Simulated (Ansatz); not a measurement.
Total energies of B2Mo2 (the lowest singlet isomer of a short search) from Ansatz at r2SCAN-D4/def2-TZVP, gas phase (1 Eh = 27.2114 eV = 2625.5 kJ/mol). The reference geometry is relaxed at r2SCAN-D4/def2-TZVP.

Cartesian coordinates in Å:
```
Mo -0.8853 0.4504 0.6105
Mo 1.0519 -0.4995 0.0570
B 0.5576 1.3674 -0.3950
B -0.7243 -1.3183 -0.2726
```

```
                state                        geometry  energy (Eh)
     charge 0 singlet                       reference   -185.99176
     charge 1 doublet                       reference   -185.72598
     charge 0 triplet  relaxed at r2SCAN-D4/def2-TZVP   -185.98686
     charge 0 quintet  relaxed at r2SCAN-D4/def2-TZVP   -185.94087
free Mo atom (septet)                               –    -68.15316
free B atom (doublet)                               –    -24.63675
```

In the def2 sets Mo takes a core potential; there is no spin–orbit coupling.

**Question.** Work out the vertical ionisation energy to the doublet.

**Answer.** E(charge 1 doublet) − E(charge 0 singlet) = -185.72598 − (-185.99176) = 0.26578 Eh = 7.23 eV. For comparison, −ε of the highest occupied level is 4.90 eV at this level, 2.33 eV less.

**Question.** Which of the charge 0 states is lowest, and how far above it are the others?

**Answer.** The singlet. triplet: -185.98686 − (-185.99176) = 0.00490 Eh = 12.9 kJ/mol; quintet: -185.94087 − (-185.99176) = 0.05089 Eh = 133.6 kJ/mol. The triplet differs in its bonds from the reference.

**Question.** What is the binding energy per atom against free atoms?

**Answer.** Atoms: 2 × (-68.15316) + 2 × (-24.63675) = -185.57982 Eh. Binding: -185.57982 − (-185.99176) = 0.41194 Eh = 11.21 eV, or 2.80 eV for each of 4 atoms (no zero-point energy, no counterpoise term).

At r2SCAN-D4/def2-TZVP the charge 1 doublet is spin-contaminated (final ⟨S²⟩ up to 0.98, 0.75 for a pure state). 

The structure comes from a short search, and lower isomers may exist.
